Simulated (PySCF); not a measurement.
C$_{4}$H$_{12}$SiZn (SMILES [CH3][Zn][Si](C)(C)C), singlet, at a GFN2-xTB geometry (such geometries of metal compounds can be far from the true shape); CASSCF(2,4)/STO-3G (PySCF).

Input for PySCF:
```python
from pyscf import gto, scf, mcscf
import numpy

mol = gto.Mole()
mol.atom = '''
    Zn   -0.47173577    1.11502142    0.42117430
    C    -1.23009923    2.93297850    1.08380534
    H    -1.79220884    2.83507391    2.01037003
    H    -1.90431608    3.38629559    0.35976794
    H    -0.44520751    3.66233621    1.27414525
    Si    0.42837475   -1.01936414   -0.37890845
    C    -0.87601765   -2.10740337   -1.28007030
    C     1.13341701   -2.12883383    1.02435409
    C     1.87018777   -0.80979597   -1.63378467
    H    -0.43576323   -3.03980475   -1.62317637
    H    -1.70646773   -2.35935559   -0.62644590
    H    -1.28729535   -1.60116385   -2.14893071
    H     0.37218743   -2.37665397    1.75882748
    H     1.94692610   -1.63798190    1.55121692
    H     1.51912852   -3.06322432    0.62556229
    H     2.70772525   -0.27539598   -1.19409293
    H     1.55647006   -0.25589939   -2.51419311
    H     2.23872079   -1.77544236   -1.96938804
'''
mol.basis = 'sto-3g'
mol.verbose = 4
mol.build()

mf = scf.RHF(mol)
mf.kernel()
mc = mcscf.CASSCF(mf, 4, 2)
mc.fix_spin_(ss=0.0)
mc.kernel()
occ = numpy.linalg.eigvalsh(mc.fcisolver.make_rdm1(mc.ci, mc.ncas, mc.nelecas))[::-1]
ss = mc.fcisolver.spin_square(mc.ci, mc.ncas, mc.nelecas)[0]
print('natural occupations', occ.round(4), ' <S^2>', round(ss, 4))
```

It wrote (shortened):

```
PySCF version 2.14.0

[INPUT] verbose = 4
[INPUT] num. atoms = 18
[INPUT] num. electrons = 80
[INPUT] charge = 0
[INPUT] spin (= nelec alpha-beta = 2S) = 0
[INPUT] symmetry False subgroup None
[INPUT] Mole.unit = angstrom
[INPUT] Symbol           X                Y                Z      unit          X                Y                Z       unit  Magmom
[...]
nuclear repulsion = 476.941015923432
number of shells = 37
number of NR pGTOs = 177
number of NR cGTOs = 59
basis = sto-3g
ecp = {}

******** <class 'pyscf.scf.hf.RHF'> ********
method = RHF
initial guess = minao
damping factor = 0
level_shift factor = 0
DIIS = <class 'pyscf.scf.diis.CDIIS'>
diis_start_cycle = 1
diis_space = 8
diis_damp = 0
SCF conv_tol = 1e-09
SCF conv_tol_grad = None
SCF max_cycles = 50
direct_scf = True
direct_scf_tol = 1e-13
Set gradient conv threshold to 3.16228e-05
Initial guess from minao.
init E= -2197.35086176287
[...]
cycle= 1 E= -2198.8979287874  delta_E= -1.55  |g|= 0.708  |ddm|= 4.58
[...]
cycle= 2 E= -2181.55289526945  delta_E= 17.3  |g|= 9.75  |ddm|= 7.56
[...]
cycle= 3 E= -2193.34000131487  delta_E= -11.8  |g|= 3.41  |ddm|= 4.52
[...]
cycle= 4 E= -2199.30716360397  delta_E= -5.97  |g|= 0.35  |ddm|=  4.9
[...]
cycle= 5 E= -2199.37256699575  delta_E= -0.0654  |g|= 0.219  |ddm|= 0.578
[...]
cycle= 6 E= -2199.39954186769  delta_E= -0.027  |g|= 0.115  |ddm|= 0.455
[...]
cycle= 7 E= -2199.40594579456  delta_E= -0.0064  |g|= 0.0539  |ddm|= 0.221
[...]
cycle= 8 E= -2199.40776559785  delta_E= -0.00182  |g|= 0.00705  |ddm|= 0.183
[...]
cycle= 9 E= -2199.40788205749  delta_E= -0.000116  |g|= 0.00513  |ddm|= 0.0436
[...]
cycle= 10 E= -2199.40796175376  delta_E= -7.97e-05  |g|= 0.00524  |ddm|= 0.0323
[...]
cycle= 11 E= -2199.40786462928  delta_E= 9.71e-05  |g|= 0.00483  |ddm|= 0.0415
[...]
cycle= 12 E= -2199.40767528856  delta_E= 0.000189  |g|= 0.00273  |ddm|= 0.131
[...]
cycle= 13 E= -2199.40762309144  delta_E= 5.22e-05  |g|= 0.000536  |ddm|= 0.113
[...]
cycle= 14 E= -2199.40762311277  delta_E= -2.13e-08  |g|= 0.000226  |ddm|= 0.00814
[...]
cycle= 15 E= -2199.40762314605  delta_E= -3.33e-08  |g|= 0.000157  |ddm|= 0.000428
[...]
cycle= 16 E= -2199.40762318528  delta_E= -3.92e-08  |g|= 0.000129  |ddm|= 0.00054
[...]
cycle= 17 E= -2199.4076232465  delta_E= -6.12e-08  |g|= 8.96e-05  |ddm|= 0.000995
[...]
cycle= 18 E= -2199.40762329015  delta_E= -4.36e-08  |g|= 5.43e-05  |ddm|= 0.00121
[...]
cycle= 19 E= -2199.40762330193  delta_E= -1.18e-08  |g|= 4.34e-05  |ddm|= 0.000548
[...]
cycle= 20 E= -2199.40762331102  delta_E= -9.09e-09  |g|= 4.03e-05  |ddm|= 0.000478
[...]
cycle= 21 E= -2199.4076233125  delta_E= -1.48e-09  |g|= 4.08e-05  |ddm|= 8.16e-05
[...]
cycle= 22 E= -2199.40762330233  delta_E= 1.02e-08  |g|= 3.49e-05  |ddm|= 0.00075
[...]
cycle= 23 E= -2199.40762330043  delta_E= 1.9e-09  |g|= 2.98e-05  |ddm|= 0.000418
[...]
cycle= 24 E= -2199.40762330249  delta_E= -2.07e-09  |g|= 1.87e-05  |ddm|= 0.00051
[...]
cycle= 25 E= -2199.4076233042  delta_E= -1.71e-09  |g|= 1.07e-05  |ddm|= 0.000406
[...]
cycle= 26 E= -2199.40762330477  delta_E= -5.63e-10  |g|= 9.31e-06  |ddm|= 0.000126
[...]
Extra cycle  E= -2199.40762330502  delta_E= -2.56e-10  |g|= 9.58e-06  |ddm|= 5.77e-05
converged SCF energy = -2199.40762330502

******** <class 'pyscf.mcscf.mc1step.CASSCF'> ********
CAS (1e+1e, 4o), ncore = 39, nvir = 16
max_cycle_macro = 50
max_cycle_micro = 4
conv_tol = 1e-07
conv_tol_grad = None
orbital rotation max_stepsize = 0.02
orbital rotation threshold for CI restart = 0.01
augmented hessian ah_max_cycle = 30
augmented hessian ah_conv_tol = 1e-12
augmented hessian ah_linear dependence = 1e-14
augmented hessian ah_level shift = 1e-08
augmented hessian ah_start_tol = 2.5
augmented hessian ah_start_cycle = 3
augmented hessian ah_grad_trust_region = 3
kf_trust_region = 3
kf_interval = 4
ci_response_space = 4
ci_grad_trust_region = 3
with_dep4 0
natorb = False
canonicalization = True
sorting_mo_energy = False
ao2mo_level = 2
internal_rotation = False
******** <class 'pyscf.fci.addons.SpinPenaltyFCISolver'> ********
max. cycles = 50
conv_tol = 1e-08
davidson only = True
linear dependence = 1e-12
level shift = 0.001
max iter space = 12
nroots = 1
pspace_size = 400
spin = None
CASCI E = -2199.50120176254  S^2 = 0.0000000
Set conv_tol_grad to 0.000316228
macro iter   1 ( 17 JK    4 micro), CASSCF E = -2199.51898191081  dE = -1.77801483e-02  S^2 = 0.0000000
               |grad[o]|=0.132  |grad[c]|=0.0225  |ddm|=0.0763  |maxRot[o]|=0.132
macro iter   2 ( 15 JK    4 micro), CASSCF E = -2199.51936991412  dE = -3.88003305e-04  S^2 = 0.0000000
               |grad[o]|=0.0131  |grad[c]|=0.00594  |ddm|=0.197  |maxRot[o]|=0.0365
macro iter   3 ( 17 JK    4 micro), CASSCF E = -2199.52060064593  dE = -1.23073181e-03  S^2 = 0.0000000
               |grad[o]|=0.0185  |grad[c]|=0.00571  |ddm|=0.0143  |maxRot[o]|=0.0421
macro iter   4 ( 12 JK    3 micro), CASSCF E = -2199.52534441113  dE = -4.74376521e-03  S^2 = 0.0000000
               |grad[o]|=0.042  |grad[c]|=0.00572  |ddm|=0.408  |maxRot[o]|=0.0665
macro iter   5 ( 21 JK    4 micro), CASSCF E = -2199.53610481563  dE = -1.07604045e-02  S^2 = 0.0000000
               |grad[o]|=0.0571  |grad[c]|=0.021  |ddm|=0.153  |maxRot[o]|=0.293
macro iter   6 ( 21 JK    4 micro), CASSCF E = -2199.54625018096  dE = -1.01453653e-02  S^2 = 0.0000000
               |grad[o]|=0.0725  |grad[c]|=0.0173  |ddm|=0.0765  |maxRot[o]|=0.294
macro iter   7 ( 21 JK    4 micro), CASSCF E = -2199.55542960727  dE = -9.17942631e-03  S^2 = 0.0000000
               |grad[o]|=0.0767  |grad[c]|=0.0135  |ddm|=0.102  |maxRot[o]|=0.313
macro iter   8 ( 21 JK    4 micro), CASSCF E = -2199.56262573665  dE = -7.19612938e-03  S^2 = 0.0000000
               |grad[o]|=0.0688  |grad[c]|=0.0127  |ddm|=0.101  |maxRot[o]|=0.312
macro iter   9 ( 21 JK    4 micro), CASSCF E = -2199.56739667480  dE = -4.77093815e-03  S^2 = 0.0000000
               |grad[o]|=0.0561  |grad[c]|=0.0119  |ddm|=0.109  |maxRot[o]|= 0.31
macro iter  10 ( 21 JK    4 micro), CASSCF E = -2199.57002143928  dE = -2.62476448e-03  S^2 = 0.0000000
               |grad[o]|=0.0417  |grad[c]|=0.00866  |ddm|=0.0979  |maxRot[o]|=0.304
macro iter  11 ( 21 JK    4 micro), CASSCF E = -2199.57116758450  dE = -1.14614522e-03  S^2 = 0.0000000
               |grad[o]|=0.0297  |grad[c]|=0.0032  |ddm|=0.0334  |maxRot[o]|=0.0543
macro iter  12 ( 21 JK    4 micro), CASSCF E = -2199.57154367618  dE = -3.76091687e-04  S^2 = 0.0000000
               |grad[o]|=0.0188  |grad[c]|=0.00245  |ddm|=0.0199  |maxRot[o]|=0.159
macro iter  13 ( 21 JK    4 micro), CASSCF E = -2199.57182068554  dE = -2.77009356e-04  S^2 = 0.0000000
               |grad[o]|=0.0155  |grad[c]|=0.0022  |ddm|=0.0148  |maxRot[o]|=0.159
macro iter  14 ( 21 JK    4 micro), CASSCF E = -2199.57204105432  dE = -2.20368778e-04  S^2 = 0.0000000
               |grad[o]|=0.0131  |grad[c]|=0.002  |ddm|=0.012  |maxRot[o]|=0.159
macro iter  15 ( 21 JK    4 micro), CASSCF E = -2199.57221589649  dE = -1.74842174e-04  S^2 = 0.0000000
               |grad[o]|=0.0111  |grad[c]|=0.00178  |ddm|=0.0106  |maxRot[o]|=0.159
macro iter  16 ( 21 JK    4 micro), CASSCF E = -2199.57237100356  dE = -1.55107070e-04  S^2 = 0.0000000
               |grad[o]|=0.00974  |grad[c]|=0.000939  |ddm|=0.00599  |maxRot[o]|=0.159
macro iter  17 ( 21 JK    4 micro), CASSCF E = -2199.57247895369  dE = -1.07950123e-04  S^2 = 0.0000000
               |grad[o]|=0.00717  |grad[c]|=0.000905  |ddm|=0.00716  |maxRot[o]|=0.159
macro iter  18 ( 21 JK    4 micro), CASSCF E = -2199.57253985132  dE = -6.08976293e-05  S^2 = 0.0000000
               |grad[o]|=0.0052  |grad[c]|=0.000835  |ddm|=0.0135  |maxRot[o]|=0.013
macro iter  19 ( 12 JK    3 micro), CASSCF E = -2199.57256493793  dE = -2.50866101e-05  S^2 = 0.0000000
               |grad[o]|=0.00346  |grad[c]|=0.000207  |ddm|=0.00695  |maxRot[o]|=0.149
macro iter  20 ( 20 JK    4 micro), CASSCF E = -2199.57257369193  dE = -8.75400292e-06  S^2 = 0.0000000
               |grad[o]|=0.00239  |grad[c]|=0.000653  |ddm|=0.00726  |maxRot[o]|=0.0395
macro iter  21 ( 21 JK    4 micro), CASSCF E = -2199.57257860923  dE = -4.91730543e-06  S^2 = 0.0000000
               |grad[o]|=0.003  |grad[c]|=0.000395  |ddm|=0.00157  |maxRot[o]|=0.00187
macro iter  22 ( 15 JK    4 micro), CASSCF E = -2199.57258430166  dE = -5.69242866e-06  S^2 = 0.0000000
               |grad[o]|=0.00168  |grad[c]|=0.000916  |ddm|=0.00344  |maxRot[o]|=0.126
macro iter  23 ( 20 JK    4 micro), CASSCF E = -2199.57258562334  dE = -1.32167452e-06  S^2 = 0.0000000
               |grad[o]|=0.00179  |grad[c]|=0.000196  |ddm|=0.000904  |maxRot[o]|= 0.02
macro iter  24 ( 15 JK    4 micro), CASSCF E = -2199.57258471562  dE =  9.07717094e-07  S^2 = 0.0000000
               |grad[o]|=0.000845  |grad[c]|=0.000356  |ddm|=0.00142  |maxRot[o]|=0.0412
macro iter  25 ( 20 JK    4 micro), CASSCF E = -2199.57258739821  dE = -2.68259100e-06  S^2 = 0.0000000
               |grad[o]|=0.00217  |grad[c]|=8.78e-05  |ddm|=0.000607  |maxRot[o]|=0.018
macro iter  26 (  4 JK    1 micro), CASSCF E = -2199.57258761516  dE = -2.16945409e-07  S^2 = 0.0000000
               |grad[o]|=0.000152  |grad[c]|=5.57e-05  |ddm|=0.000133  |maxRot[o]|=0.0219
macro iter  27 (  5 JK    1 micro), CASSCF E = -2199.57258767664  dE = -6.14850251e-08  S^2 = 0.0000000
               |grad[o]|=5.61e-05  |grad[c]|=5.89e-05  |ddm|=0.000177  |maxRot[o]|=0.0138
macro iter  28 (  3 JK    1 micro), CASSCF E = -2199.57258768689  dE = -1.02468221e-08  S^2 = 0.0000000
               |grad[o]|=3.12e-05  |grad[c]|=4.58e-05  |ddm|=0.000134  |maxRot[o]|=0.000997
1-step CASSCF converged in  28 macro (490 JK 101 micro) steps
CASSCF canonicalization
Density matrix diagonal elements [0.74371405 0.89736698 0.11798736 0.24093161]
CASSCF energy = -2199.57258768689
CASCI E = -2199.57258768689  E(CI) = -1.08425935088371  S^2 = 0.0000000
natural occupations [1.0016 0.9984 0.     0.    ]  <S^2> 0.0
```
